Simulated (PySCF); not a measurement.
## Radial density of Sc²⁺ (scandium, charge +2)

UHF, [Ar] 3d1, 2D determinant. All numbers are calculated (PySCF 2.14, scalar relativity by spin-free X2C-1e, in Sapporo-DKH3-DZP-2012 (6s5p3d1f, 43 functions)).

```json
{"r (bohr)": "0.000978", "4πr²ρ (e/bohr)": "0.09957", "4πr²(ρα − ρβ)": "0.0000"}
{"r (bohr)": "0.00165", "4πr²ρ (e/bohr)": "0.2538", "4πr²(ρα − ρβ)": "0.0000"}
{"r (bohr)": "0.00277", "4πr²ρ (e/bohr)": "0.6464", "4πr²(ρα − ρβ)": "0.0000"}
{"r (bohr)": "0.00465", "4πr²ρ (e/bohr)": "1.607", "4πr²(ρα − ρβ)": "0.0000"}
{"r (bohr)": "0.00783", "4πr²ρ (e/bohr)": "3.793", "4πr²(ρα − ρβ)": "-0.0001"}
{"r (bohr)": "0.0132", "4πr²ρ (e/bohr)": "8.278", "4πr²(ρα − ρβ)": "-0.0002"}
{"r (bohr)": "0.0221", "4πr²ρ (e/bohr)": "15.67", "4πr²(ρα − ρβ)": "-0.0003"}
{"r (bohr)": "0.0373", "4πr²ρ (e/bohr)": "23.25", "4πr²(ρα − ρβ)": "-0.0006"}
{"r (bohr)": "0.0627", "4πr²ρ (e/bohr)": "23.85", "4πr²(ρα − ρβ)": "-0.0011"}
{"r (bohr)": "0.105", "4πr²ρ (e/bohr)": "18.43", "4πr²(ρα − ρβ)": "-0.0025"}
{"r (bohr)": "0.177", "4πr²ρ (e/bohr)": "23.03", "4πr²(ρα − ρβ)": "0.0012"}
{"r (bohr)": "0.298", "4πr²ρ (e/bohr)": "23.89", "4πr²(ρα − ρβ)": "0.0527"}
{"r (bohr)": "0.502", "4πr²ρ (e/bohr)": "8.530", "4πr²(ρα − ρβ)": "0.2373"}
{"r (bohr)": "0.844", "4πr²ρ (e/bohr)": "8.685", "4πr²(ρα − ρβ)": "0.5297"}
{"r (bohr)": "1.42", "4πr²ρ (e/bohr)": "5.250", "4πr²(ρα − ρβ)": "0.5431"}
{"r (bohr)": "2.39", "4πr²ρ (e/bohr)": "0.5750", "4πr²(ρα − ρβ)": "0.2058"}
{"r (bohr)": "4.01", "4πr²ρ (e/bohr)": "0.02169", "4πr²(ρα − ρβ)": "0.0200"}
{"r (bohr)": "6.75", "4πr²ρ (e/bohr)": "1.257e-05", "4πr²(ρα − ρβ)": "0.0000"}
```

Densities and radii are taken from the X2C orbitals without a picture-change correction, which distorts them close to the nucleus.

(1) Where is the radial spin density 4πr²(ρα − ρβ) most negative, and why is it negative at all?

## Answers

(1) Around r = 0.105 bohr, down to -0.0025 e/bohr: exchange with the open shell polarises the paired shells in an unrestricted calculation.
